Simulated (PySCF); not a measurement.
# Ionisation energy of Mn⁺ by level of theory

Mn⁺ [Ar] 3d5 4s1 (7S) → Mn²⁺ [Ar] 3d5 (6S), as a difference of total energies. All numbers are calculated (PySCF 2.14, no relativity, point nucleus, in cc-pVTZ (7s6p4d2f1g, 68 functions)). Correlated levels: valence: [Ar] frozen. The calculations carry no spin-orbit coupling.

Q: Order these methods by the ionisation energy they give, lowest first.
A. UHF
B. PBE0
C. M06-L
D. MP2 (valence)

A: A (14.692 eV), D (15.119 eV), C (15.213 eV), B (15.794 eV).

These non-relativistic numbers lack the scalar-relativistic shift.

Errors of the correlated levels include the incompleteness of this basis and the frozen core.

For comparison: 15.640 eV (measured; NIST Atomic Spectra Database, ionization energies).
